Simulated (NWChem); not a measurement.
All runs are NWChem calculations. System: C3H3, charge 0, spin multiplicity 2, at a geometry optimised with UPBE/def2-SVP. The structure started from a generated list of species. Its SCF solution wasn't tested for a lower state.

The NWChem input:

```
start mol
memory heap 200 mb stack 900 mb global 1100 mb
geometry units angstroms nocenter noautoz noautosym
  C      0.023453    -1.559835     0.084090
  C      0.004836    -0.324065    -0.131401
  C     -0.021333     1.123146     0.019906
  H      0.507197     1.441101     0.943911
  H      0.507922     1.603214    -0.832243
  H     -1.056853     1.520208     0.052760
end
basis spherical
  * library def2-tzvp
end
dft
  xc xpbe96 cpbe96
  odft
  mult 2
  semidirect memsize 60000000 filesize 0
  iterations 100
end
task dft energy
```

The output up to the point where the run's verdict is printed (cleaned and shortened):

```
             Northwest Computational Chemistry Package (NWChem) 7.3.0
             --------------------------------------------------------

                                NWChem Input Module
                                -------------------

 Scaling coordinates for geometry "geometry" by  1.889725989
 (inverse scale =  0.529177249)

                             Geometry "geometry" -> ""
                             -------------------------

 Output coordinates in angstroms (scale by  1.889725989 to convert to a.u.)

  No.       Tag          Charge          X              Y              Z
 ---- ---------------- ---------- -------------- -------------- --------------
    1 C                    6.0000     0.02345300    -1.55983500     0.08409000
    2 C                    6.0000     0.00483600    -0.32406500    -0.13140100
    3 C                    6.0000    -0.02133300     1.12314600     0.01990600
    4 H                    1.0000     0.50719700     1.44110100     0.94391100
    5 H                    1.0000     0.50792200     1.60321400    -0.83224300
    6 H                    1.0000    -1.05685300     1.52020800     0.05276000

 Effective nuclear repulsion energy (a.u.)      52.2460273767

            Nuclear Dipole moment (a.u.)
            ----------------------------
        X                 Y               Z
 ---------------- ---------------- ----------------
     0.0000037795    -0.0000018897    -0.0000037795


 Summary of "ao basis" -> "" (spherical)
 ------------------------------------------------------------------------------
       Tag                 Description            Shells   Functions and Types
 ---------------- ------------------------------  ------  ---------------------
 *                         def2-tzvp                  on all atoms

  pbe96 is a nonlocal functional; adding pw91lda local functional.

                                 NWChem DFT Module
                                 -----------------

 Summary of "ao basis" -> "ao basis" (spherical)
 ------------------------------------------------------------------------------
       Tag                 Description            Shells   Functions and Types
[...]
 d= 0,ls=0.5,diis    75   -115.8062247764 -1.56D-05  9.26D-06  1.03D-04    85.3
                                                     2.95D-05  3.06D-05
 d= 0,ls=0.5,diis    76   -115.8062323927 -7.62D-06  6.23D-06  1.38D-04    86.4
                                                     2.91D-05  3.94D-05
 d= 0,ls=0.5,diis    77   -115.8062485125 -1.61D-05  5.67D-06  1.50D-04    87.6
                                                     2.84D-05  4.29D-05
 d= 0,ls=0.5,diis    78   -115.8062621909 -1.37D-05  2.67D-05  1.69D-04    88.7
                                                     4.16D-05  4.70D-05
 d= 0,ls=0.5,diis    79   -115.8063143782 -5.22D-05  1.73D-05  1.18D-04    89.8
                                                     3.76D-05  3.78D-05
 d= 0,ls=0.5,diis    80   -115.8063502133 -3.58D-05  1.24D-05  1.14D-04    90.9
                                                     3.15D-05  3.83D-05
 d= 0,ls=0.5,diis    81   -115.8063576399 -7.43D-06  1.27D-05  1.67D-04    92.0
                                                     2.98D-05  5.00D-05
 d= 0,ls=0.5,diis    82   -115.8063594047 -1.76D-06  1.48D-05  2.20D-04    93.1
                                                     2.81D-05  6.34D-05
 d= 0,ls=0.5,diis    83   -115.8063563368  3.07D-06  2.44D-05  2.76D-04    94.2
                                                     4.41D-05  7.52D-05
 d= 0,ls=0.5,diis    84   -115.8064171547 -6.08D-05  1.98D-05  2.08D-04    95.3
                                                     4.28D-05  6.24D-05
 d= 0,ls=0.5,diis    85   -115.8064656558 -4.85D-05  1.71D-05  1.94D-04    96.4
                                                     4.18D-05  6.26D-05
 d= 0,ls=0.5,diis    86   -115.8065068574 -4.12D-05  1.32D-05  1.99D-04    97.5
                                                     4.13D-05  6.58D-05
 d= 0,ls=0.5,diis    87   -115.8065435733 -3.67D-05  4.06D-05  2.16D-04    98.6
                                                     4.43D-05  7.09D-05
 d= 0,ls=0.5,diis    88   -115.8065021641  4.14D-05  4.62D-05  3.88D-04    99.7
                                                     4.02D-05  1.12D-04
 d= 0,ls=0.5,diis    89   -115.8064423096  5.99D-05  3.35D-05  5.71D-04   100.8
                                                     2.97D-05  1.55D-04
 d= 0,ls=0.5,diis    90   -115.8064142750  2.80D-05  2.74D-05  6.65D-04   101.9
                                                     2.80D-05  1.82D-04
 d= 0,ls=0.5,diis    91   -115.8063867714  2.75D-05  2.33D-05  7.61D-04   103.0
                                                     2.71D-05  2.12D-04
 d= 0,ls=0.5,diis    92   -115.8063588550  2.79D-05  1.56D-05  8.64D-04   104.2
                                                     3.55D-05  2.43D-04
 d= 0,ls=0.5,diis    93   -115.8064015781 -4.27D-05  7.29D-06  8.10D-04   105.2
                                                     2.82D-05  2.38D-04
 d= 0,ls=0.5,diis    94   -115.8063978115  3.77D-06  7.84D-06  8.84D-04   106.4
                                                     3.24D-05  2.56D-04
 d= 0,ls=0.5,diis    95   -115.8064261716 -2.84D-05  1.54D-05  8.81D-04   107.5
                                                     3.75D-05  2.55D-04
 d= 0,ls=0.5,diis    96   -115.8064768208 -5.06D-05  1.13D-04  8.45D-04   108.6
                                                     1.20D-04  2.44D-04
 d= 0,ls=0.5,diis    97   -115.8067465979 -2.70D-04  7.94D-05  4.07D-04   109.7
                                                     7.95D-05  1.38D-04
 d= 0,ls=0.5,diis    98   -115.8068759551 -1.29D-04  5.67D-05  3.28D-04   110.8
                                                     6.41D-05  1.16D-04
 d= 0,ls=0.5,diis    99   -115.8069654025 -8.94D-05  3.22D-05  3.18D-04   111.9
                                                     5.44D-05  1.10D-04
 d= 0,ls=0.5,diis   100   -115.8070254424 -6.00D-05  4.74D-05  3.56D-04   113.0
                                                     7.05D-05  1.19D-04
```

The run did not converge; its last values are not results. The next line reads: Calculation failed to converge. NWChem stopped with the message: dft energy failed.
